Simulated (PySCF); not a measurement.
Electron correlation in Pd (palladium, neutral)

[Kr] 4d10, closed-shell 1S. Calculation: PySCF 2.14, in x2c-QZVPPall; the spin-free X2C one-electron Hamiltonian (Gaussian nucleus). Frozen: [Ar] 3d10; 18 electrons correlated.

MP2 pair energies summed by pair of shells (mhartree):

| pair | energy | share (%) |
| --- | --- | --- |
| 4d-4d | -388.27 | 54.4 |
| 4p-4d | -197.24 | 27.7 |
| 4p-4p | -54.76 | 7.7 |
| 4s-4d | -39.67 | 5.6 |
| 4s-4p | -28.34 | 4.0 |
| 4s-4s | -4.83 | 0.7 |

Total MP2 correlation energy: -713.12 mhartree.

Same-spin part -231.85 and opposite-spin part -481.27 mhartree; SCS-MP2 scales them by 1/3 and 6/5 to -654.81 mhartree.

This basis was not built for core-valence correlation, so the inner-shell part is incomplete.
